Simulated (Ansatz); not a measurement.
Relaxation of AlBClH$_{4}$N (8 atoms, charge 0, multiplicity 1), to a largest force component of 0.015 eV/Å in at most 40 steps.

Theory: RKS PBE/def2-SVP (Ansatz 0.2.0).

```xyz
8
Properties=species:S:1:pos:R:3
Al -1.275 0.703 -0.604
N 0.354 0.241 0.046
B 1.591 0.900 0.211
Cl 2.911 0.075 0.942
H -2.587 0.157 -0.013
H -1.298 1.670 -1.799
H 0.376 -0.717 0.403
H 1.732 2.010 -0.134
```

Q: Where does it end, and by what steps?

A: The run converged. After 6 steps the energy has fallen by 0.261 eV; H6 moved furthest, 0.51 Å.

```csv
step,energy less start (eV),largest force component (eV/Å),accepted
0,0.0000,1.242,yes
1,-0.1672,0.777,yes
2,-0.2160,0.452,yes
3,-0.2481,0.252,yes
4,-0.2574,0.195,yes
5,-0.2596,0.206,yes
6,-0.2614,0.004,yes
```

```xyz
8
Properties=species:S:1:pos:R:3
Al -1.244 0.747 -0.604
N 0.293 0.177 0.206
B 1.542 0.828 0.110
Cl 2.982 0.190 0.943
H -2.545 -0.141 -0.350
H -1.181 2.065 -1.491
H 0.285 -0.674 0.783
H 1.673 1.844 -0.544
```

Whether the end is a true minimum wasn't checked by a vibrational analysis.

Run time: 23 s on 1 thread of Arm Neoverse V1, on a shared host, peak memory 0.14 GiB.
